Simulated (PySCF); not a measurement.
The numbers are results of B3LYP-D3(BJ)/def2-TZVP // r2SCAN-D4/def2-SVP in PySCF, not measurements. Isolated molecules, 0 K electronic values unless said otherwise. One relaxed conformer stands for a flexible species; it need not be the lowest. B3LYP has the VWN-RPA correlation part, as in Gaussian. 

Reference species: [Ta(F)4(OH)] (neutral, multiplicity 1).

- LUMO: -2.12 eV
- HOMO: -10.36 eV
- charge on the central atom (Mulliken): 1.76 e

Changed species: [Ta(F)2(OH)3] (3 of 5 F replaced by OH; the reference has 1 of 5 F replaced by OH).

What does the change do to the LUMO, HOMO and charge on the central atom (Mulliken)?

the LUMO rises by 0.43 eV, to -1.69 eV; the HOMO rises by 1.01 eV, to -9.35 eV; the charge on the central atom (Mulliken) drops by 0.09 e, to 1.67 e.
